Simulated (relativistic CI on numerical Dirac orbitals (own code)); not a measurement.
# Crystal-field levels of Tc5+, 4d2

Calculated by Dirac-Coulomb-Breit CI, separate exchange-only KLI orbitals for each configuration, a model potential for QED, valence Slater integrals scaled by 0.85, one configuration in a parametric crystal field (own radial code).

Field parameters in Wybourne normalisation: Oh B⁴₀ = 21Dq, B⁴₄ = √(5/14) B⁴₀. The field is a parameter set, without covalency.

S and J are read from ⟨S²⟩ = S(S + 1) and ⟨J²⟩ = J(J + 1) of each level; they are not fictitious spins.

Oh, 10Dq = 8500 cm⁻¹, the lowest 16 levels:

```tsv
E (cm⁻¹)	Degeneracy	Irrep	S	J
0.0	2	E	0.99	2.42
274	3	T2	0.99	2.65
2044	3	T1	1.00	3.43
2994	1	A1	1.00	3.89
8047	3	T2	0.96	3.02
8267	1	A2	1.00	3.00
9286	3	T1	1.00	3.55
9484	2	E	1.00	3.71
13560	3	T2	0.18	2.63
13578	2	E	0.11	2.88
17435	3	T2	0.97	3.53
18602	1	A1	0.99	0.70
19424	3	T1	1.00	1.21
20556	3	T2	0.94	2.32
20737	2	E	0.96	2.19
23334	3	T2	0.18	3.41
```

Oh, 10Dq = 15350 cm⁻¹, the lowest 10 levels:

```
E (cm⁻¹)  Degeneracy  Irrep     S     J
     0.0           2      E  0.99  2.57
     155           3     T2  1.00  2.71
    1831           3     T1  1.00  3.44
    2636           1     A1  1.00  3.80
   12258           3     T2  0.38  2.99
   13295           2      E  0.04  3.07
   14484           1     A2  1.00  3.00
   15416           3     T1  1.00  3.47
   15501           3     T2  0.82  2.98
   15523           2      E  1.00  3.58
```

Oh, 10Dq = 22150 cm⁻¹, the lowest 10 levels:

```tsv
E (cm⁻¹)	Degeneracy	Irrep	S	J
0.0	2	E	0.99	2.63
102	3	T2	1.00	2.72
1707	3	T1	1.00	3.42
2439	1	A1	1.00	3.75
12696	3	T2	0.07	3.04
13081	2	E	0.03	3.14
20941	1	A2	1.00	3.00
21395	3	T2	0.98	3.06
21842	3	T1	1.00	3.44
21905	2	E	1.00	3.51
```

The free-ion ground term has S = 1. Every field shown keeps that spin.

Levels of this model without a field, named by their leading LS term: 3F_2 0, 3F_3 2039, 3F_4 4318, 1D_2 12547, 3P_0 13344, 3P_1 14197, 3P_2 16382, 1G_4 19053 cm⁻¹.
